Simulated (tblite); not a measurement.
C₅H₇PS.
Bonds: S1–P2 (double), P2–C3, C3–C4 (double), C4–C5, C5–C6, C6–C7 (double), P2–C7. Hydrogens: H8 on P2; H9 on C3; H10 on C4; H11, H12 on C5; H13 on C6; H14 on C7.

The geometry is computed with GFN2-xTB (gas phase).

Problem. List the bond lengths, angles and torsions at this level.

Solution. 
```tsv
bond	length (bohr)
S1=P2	3.655
P2–C3, P2–C7	3.397
C3=C4, C6=C7	2.509
C4–C5, C5–C6	2.819
P2–H8	2.652
C3–H9, C7–H14	2.047
C4–H10, C6–H13	2.049
C5–H11	2.073
C5–H12	2.075
```

Bonds in one row agree within 0.02 bohr and their mean is given. A selection of angles:
```tsv
angle	degrees
S1–P2–C3	115.3
S1–P2–H8	114.6
C3–P2–C7	102.8
C3–P2–H8	103.6
P2–C3–C4	122.8
P2–C3–H9	115.3
C4–C3–H9	121.2
C3–C4–C5	126.8
C3–C4–H10	119.1
C5–C4–H10	114.1
C4–C5–C6	117.3
C4–C5–H11	108.3
C4–C5–H12	108.4
H11–C5–H12	105.5
```

Dihedral angles: S1–P2–C3–C4 -121° (anticlinal); P2–C3–C4–C5 -7° (synperiplanar); C3–C4–C5–C6 8° (synperiplanar); C4–C5–C6–C7 -8° (synperiplanar); C5–C6–C7–P2 7° (synperiplanar); S1–P2–C7–C6 121° (anticlinal).

The 6-membered ring P2–C3–C4–C5–C6–C7 has internal angles of 102.8° to 126.8° (sum 719°, against 720° for a flat polygon); it is almost planar, 0.02 Å rms from its mean plane, widest ring torsion 8°. P2 (phosphorus bonded to 2 C, S and H) is distorted tetrahedral (angles from 102.8° to 115.3°). The C–C distances run from 1.328 Å (C6=C7, drawn double) to 1.492 Å (C4–C5, drawn single), a spread of 0.164 Å.

Point group: Cs (every atom within 0.08 Å of its image). Its GFN2-xTB frequencies are all real (lowest 22 cm⁻¹).
